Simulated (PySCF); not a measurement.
Run record: excited-state job, `C[C@@H](Br)[C@H](F)C(=O)O`.

Method: TDDFT CAM-B3LYP/def2-SVPD, vertical, gas phase, core orbitals frozen in the response (PySCF 2.14.0, density-fitted response routines). Geometry: GFN2-xTB. A driver script takes a list of jobs; this job's settings line and coordinates (Å) are shown.

Input:
```
{"job": {"kind": "uv", "xc": "CAM-B3LYP", "basis": "def2-SVPD", "nstates": 8, "ntriplets": 3}, "charge": 0, "multiplicity": 1}
C     -2.059372     0.084858     0.232342
C     -0.653082     0.496783     0.616304
Br    -0.421485     0.336819     2.565364
C      0.412623    -0.348735    -0.081690
F      0.207467    -1.680733     0.145527
C      1.804780     0.083805     0.383248
O      2.197687     1.210059     0.247971
O      2.489238    -0.895962     0.939495
H     -2.209000     0.236042    -0.835573
H     -2.220356    -0.966446     0.464166
H     -2.789793     0.678736     0.776811
H     -0.452774     1.546258     0.390487
H      0.341845    -0.193872    -1.168768
H      3.351543    -0.588083     1.262325
```

**Question.** What does the run print?

**Answer.** 
```
coarse grid: 58544 points
cycle   1  E = -2979.6590667245  dE =  2.569e-01  |g| = 1.067e+00  |ddm| = 5.180e+00
cycle   2  E = -2979.4155176724  dE =  2.435e-01  |g| = 1.618e+00  |ddm| = 2.806e+00
cycle   3  E = -2979.8798311121  dE = -4.643e-01  |g| = 1.785e-01  |ddm| = 1.675e+00
cycle   4  E = -2979.8842696285  dE = -4.439e-03  |g| = 9.293e-02  |ddm| = 2.710e-01
cycle   5  E = -2979.8857988734  dE = -1.529e-03  |g| = 1.344e-02  |ddm| = 9.554e-02
cycle   6  E = -2979.8858339639  dE = -3.509e-05  |g| = 5.042e-03  |ddm| = 2.842e-02
cycle   7  E = -2979.8858390095  dE = -5.046e-06  |g| = 1.574e-03  |ddm| = 7.826e-03
final grid: 124160 points
cycle   8  E = -2979.8857854919  dE = -6.891e-08  |g| = 1.867e-03  |ddm| = 6.259e-03
cycle   9  E = -2979.8857850571  dE =  4.349e-07  |g| = 2.504e-03  |ddm| = 4.448e-03
cycle  10  E = -2979.8857861221  dE = -1.065e-06  |g| = 1.774e-04  |ddm| = 2.434e-03
cycle  11  E = -2979.8857861283  dE = -6.157e-09  |g| = 7.418e-05  |ddm| = 2.308e-04
cycle  12  E = -2979.8857861298  dE = -1.486e-09  |g| = 1.828e-05  |ddm| = 1.689e-04
cycle  13  E = -2979.8857861298  dE = -8.185e-11  |g| = 7.136e-06  |ddm| = 4.679e-05
converged SCF energy = -2979.8857861298

Static polarisability (au): isotropic 77.013, principal 69.249 78.180 83.611

Singlet excitations
state   eV       nm        f      main configurations
  1   5.9098    209.8   0.00076   H-2->L+1 0.48, H-2->L+2 0.20, H-2->L 0.19
  2   6.0002    206.6   0.00078   H->L 0.84
  3   6.1368    202.0   0.00146   H-1->L 0.82
  4   7.4173    167.2   0.00495   H-1->L+1 0.52, H->L+1 0.19, H-1->L+2 0.14
  5   7.4330    166.8   0.00795   H->L+1 0.57, H-1->L+1 0.17, H->L+2 0.11
  6   7.7238    160.5   0.01936   H->L+2 0.37, H->L+3 0.14, H->L+1 0.11
  7   7.8148    158.7   0.03682   H-2->L+2 0.29, H-2->L+1 0.18, H->L+2 0.09
  8   7.8319    158.3   0.07627   H-1->L+2 0.31, H-1->L+3 0.15, H-1->L+1 0.15

Triplet excitations (Tamm-Dancoff, eV): 5.3648 5.4236 5.4666
```

The SCF starts on a coarse grid where the log names one; the energy can jump when the final grid takes over, and dE then counts from the start density on the new grid. H and L stand for HOMO and LUMO; the number after each pair is its weight.

**Question.** Which computed singlet has the largest oscillator strength, and what do all of them sum to?

**Answer.** State 8 at 7.83 eV (158 nm), f = 0.076; the 8 states sum to 0.148.

**Question.** Give S1 in cm⁻¹ and kJ/mol.

**Answer.** 5.9098 eV × 8065.54 = 47666 cm⁻¹; × 96.485 = 570.2 kJ/mol.

Main results: HOMO -9.50 eV, LUMO 0.46 eV; lowest singlet 5.91 eV; lowest triplet 5.36 eV (Tamm–Dancoff); mean polarisability 77.0 au.

 Relativistic effects, spin–orbit coupling among them, are left out although an element past zinc is present.

Time: 2.1 min wall. Hardware: Arm Neoverse N1, one thread (shared host).

One conformer stands for the species.
Labels such as C1 count atoms from 1, the log's own numbers from 0.
